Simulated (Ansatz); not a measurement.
ClFH₆N₂SSi₂ (`N[Si@@H](F)S[Si@@H](N)Cl`), relaxed with RKS PBE0-D4/def2-TZVP in Ansatz 0.2.0 from a GFN2-xTB geometry. The force threshold is 0.005 eV/Å; the program also tests the step.

Charge 0, multiplicity 1.

Start:

```xyz
13

N    -1.004   -0.130    1.452
Si   -1.427    1.177    0.441
F    -1.614    2.422    1.435
S     0.218    1.644   -0.857
Si    1.023   -0.257   -1.425
N     1.723   -0.948   -0.015
Cl   -0.361   -1.606   -2.012
H    -1.585   -0.353    2.243
H    -0.573   -0.954    1.066
H    -2.648    1.147   -0.340
H     1.877    0.062   -2.556
H     2.224   -0.343    0.616
H     2.148   -1.861   -0.048
```

| step | energy (eV) | largest force (eV/Å) | largest move (Å) |
| --- | --- | --- | --- |
| 1 | -44898.4208 | 1.147 | 0.000 |
| 2 | -44898.4822 | 0.508 | 0.200 |
| 3 | -44898.5202 | 0.361 | 0.105 |
| 4 | -44898.5413 | 0.249 | 0.136 |
| 5 | -44898.5583 | 0.292 | 0.110 |
| 6 | -44898.5697 | 0.564 | 0.200 |
| 7 | -44898.5804 | 0.566 | 0.200 |
| 8 | -44898.5839 | 0.620 | 0.172 |
| 9 | -44898.5959 | 0.254 | 0.200 |
| 10 | -44898.6006 | 0.351 | 0.060 |
| 11 | -44898.6052 | 0.137 | 0.040 |
| 12 | -44898.6058 | 0.090 | 0.023 |
| 13 | -44898.6068 | 0.024 | 0.051 |
| 14 | -44898.6071 | 0.096 | 0.039 |
| 15 | -44898.6073 | 0.057 | 0.010 |
| 16 | -44898.6075 | 0.020 | 0.018 |
| 17 | -44898.6076 | 0.016 | 0.024 |
| 18 | -44898.6077 | 0.016 | 0.014 |
| 19 | -44898.6077 | 0.012 | 0.003 |
| 20 | -44898.6077 | 0.006 | 0.003 |
| 21 | -44898.6077 | 0.006 | 0.003 |
| 22 | -44898.6077 | 0.004 | 0.002 |

End:

```xyz
13

N    -1.088   -0.209    1.316
Si   -1.391    1.229    0.499
F    -1.342    2.528    1.428
S     0.114    1.645   -0.970
Si    0.948   -0.258   -1.351
N     1.691   -0.866    0.074
Cl   -0.386   -1.705   -1.934
H    -1.831   -0.824    1.600
H    -0.175   -0.641    1.318
H    -2.747    1.221   -0.083
H     1.841   -0.040   -2.511
H     2.344   -0.260    0.549
H     2.022   -1.819    0.066
```

It took 51 s on 2 threads of an AMD EPYC 7R13 on a shared host and a share of an NVIDIA H100 80 GB, with 0.93 GiB of host memory at the peak.
